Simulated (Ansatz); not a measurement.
Species: SiH₃F, charge 0, singlet. SiH3F (fluorosilane, SMILES F[SiH3]).
B3LYP-D3(BJ)/def2-TZVP minimum from Ansatz (a program for electronic structure):
```
Si
F 1 1.6061
H 1 1.4771 2 108.27
H 1 1.4771 3 110.64 2 -118.50
H 1 1.4771 3 110.64 4 -122.99
```
Charge 0, spin multiplicity 1.

Total energies in hartree (Ansatz). Open shells are spin-unrestricted; no spin-orbit coupling. Correlated methods leave the cores frozen. No relativity. Where a partner has so few electrons that a lower coupled-cluster level is exact, that level stands in.

```csv
species,HF/cc-pV(T+d)Z,CCSD(T)/cc-pV(T+d)Z,HF/cc-pV(Q+d)Z,CCSD(T)/cc-pV(Q+d)Z,CCSDT(Q)/cc-pV(T+d)Z
"1: SiH3F (fluorosilane, SMILES F[SiH3])",-390.23008,-390.64615,-390.24433,-390.69292,-390.64699
2: Si (triplet),-288.85649,-288.93344,-288.85845,-288.93781,-288.93426
3: F (doublet),-99.40552,-99.62036,-99.41377,-99.65026,-99.62061
4: H (doublet),-0.49981,-0.49981,-0.49995,-0.49995,-0.49981
```

Q: Work out the atomisation energy (electronic, to ground-state atoms) in kcal/mol: take Hartree-Fock from cc-pV(Q+d)Z, extrapolate the CCSD(T) correlation energy as X^-3 (X = 3, 4), and add CCSDT(Q) - CCSD(T) in cc-pV(T+d)Z. 1 hartree = 627.51 kcal/mol.

A: 
Species 1: correlation (64·(-0.44859) - 27·(-0.41607))/37 = -0.47232; step -0.00084; E1 = -390.24433 + (-0.47232) + (-0.00084) = -390.71749
Species 2: correlation (64·(-0.07936) - 27·(-0.07695))/37 = -0.08112; step -0.00082; E2 = -288.85845 + (-0.08112) + (-0.00082) = -288.94039
Species 3: correlation (64·(-0.23649) - 27·(-0.21484))/37 = -0.25229; step -0.00025; E3 = -99.41377 + (-0.25229) + (-0.00025) = -99.66631
Species 4: correlation (64·(0.00000) - 27·(0.00000))/37 = 0.00000; step +0.00000; E4 = -0.49995 + (0.00000) + (+0.00000) = -0.49995
-1·E1 +1·E2 +1·E3 +3·E4 = 0.61094 hartree = 383.4 kcal/mol.
